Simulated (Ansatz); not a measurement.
Problem. Predict a relaxed structure of the cluster Sn2Se2 (the lowest singlet isomer of a short search), charge 0, singlet, at PBE-D4/def2-SVP (Ansatz).

Solution. 
```xyz
4

Sn    0.306   -0.152   -1.694
Sn   -0.643   -0.282    1.579
Se    1.612   -1.000    0.429
Se   -1.275    1.434   -0.315
```
Point group C2v (tolerance 0.1 Å). This is one stationary point.

In the def2 sets Sn takes a core potential; there is no spin–orbit coupling. The structure comes from a short search, and lower isomers may exist.
